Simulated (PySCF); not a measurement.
HgO⁺: frontier orbitals

r²SCAN at R = 1.998 Å; Hg cc-pVDZ-PP with ECP60, O cc-pVDZ; scalar-relativistic core potentials (PySCF 2.14). State: ²Π (doublet), unpaired electrons π ↑. Only the outer orbitals are listed, counted within each symmetry, core potentials removing the inner ones.

```tsv
spin	orbital	occ.	ε (eV)	on Hg (%)	main shells (%)
α	5σ	1	-20.54	78	78 Hg d, 18 O p
α	2π	1	-20.28	90	90 Hg d, 10 O p
α	2π	1	-20.05	96	96 Hg d
α	1δ	1	-19.63	100	100 Hg d
α	1δ	1	-19.63	100	100 Hg d
α	3π	1	-16.97	12	88 O p, 11 Hg d
α	6σ	1	-16.52	50	49 O p, 33 Hg s, 16 Hg d
α	3π	1	-14.88	7	92 O p
α	7σ	0	-12.79	76	62 Hg s, 24 O p, 11 Hg p
α	4π	0	-6.91	99	98 Hg p
α	4π	0	-6.76	98	97 Hg p
β	4σ	1	-30.14	7	91 O s
β	5σ	1	-20.24	84	83 Hg d, 11 O p
β	2π	1	-20.09	98	98 Hg d
β	2π	1	-20.08	97	97 Hg d
β	1δ	1	-19.68	100	100 Hg d
β	1δ	1	-19.68	100	100 Hg d
β	6σ	1	-15.96	59	51 Hg s, 39 O p
β	3π	1	-14.03	8	92 O p
β	7σ	0	-12.41	62	42 Hg s, 38 O p, 15 Hg p
β	3π	0	-11.93	11	89 O p, 8 Hg p
β	4π	0	-6.93	97	96 Hg p
```

**Question.** Which are the highest filled and the lowest empty level, where do they sit, and how wide is the gap?

**Answer.** Highest filled β 3π at -14.03 eV (in %: 92 O p); lowest empty α 7σ at -12.79 eV (in %: 62 Hg s, 24 O p, 11 Hg p); the gap at r²SCAN is 1.24 eV.

```json
{"bond order (Mayer)": "1.18", "⟨S²⟩": "0.791", "charge on Hg (Mulliken, basis-dependent)": "1.10", "charge on Hg (Löwdin, basis-dependent)": "0.97", "dipole moment (positive dipole points towards O; it is taken about the centre of mass and depends on that origin)": "-2.14 D"}
```

Spin–orbit coupling is left out. The state was picked by a PBE0 search and need not be the measured ground state.
